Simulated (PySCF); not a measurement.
Compound: C4H13NSSi2.
Cartesian coordinates in Å at the GFN2-xTB level; atoms count from 1:
```
atom  x, y, z in Å
N1    -0.612    1.381   -0.960
C2    -0.956    0.180   -0.790
C3    -2.297   -0.398   -1.102
Si4   -3.452   -0.262    0.417
C5     0.033   -0.777   -0.188
C6     1.331   -0.096    0.205
S7     2.473   -1.317    0.954
Si8    4.284   -0.181    0.941
H9    -1.333    1.976   -1.365
H10   -2.749    0.148   -1.932
H11   -2.205   -1.444   -1.392
H12   -3.462    1.125    0.882
H13   -2.962   -1.148    1.473
H14   -4.793   -0.665   -0.007
H15   -0.418   -1.248    0.690
H16    0.244   -1.574   -0.906
H17    1.142    0.690    0.934
H18    1.808    0.341   -0.671
H19    5.240   -1.055    1.593
H20    4.052    1.060    1.672
H21    4.623    0.103   -0.449
```

Computed at PBE0/pcSseg-1 (PySCF, non-relativistic), with Q(14N) = 0.02044 b, Q(33S) = −0.0678 b: N1, 14N (I = 1): χzz = -4.540 MHz, η = 0.199; S7, 33S (I = 3/2): χzz = 36.35 MHz, η = 0.803.

(1) Where would the pure quadrupole (NQR) lines of 14N at N1 fall for the rigid, isolated species?

(2) Find the zero-field quadrupole resonance frequencies of 33S at S7.

Results:

(1) From ν± = (3/4)|χ|(1 ± η/3) and ν0 = |χ|η/2: ν+ 3.632 MHz, ν− 3.179 MHz, ν0 0.453 MHz (imine nitrogen).

(2) From ν = (|χ|/2)√(1 + η²/3): ν = 20.03 MHz (sulfur bonded to C and Si).

In a crystal, neighbours and librations shift these lines. GFN2-xTB bond lengths can be off by several hundredths of an ångström, more for odd bonds, and the gradients follow them. A larger basis could move these couplings by a tenth or more.

One conformer stands for the species.
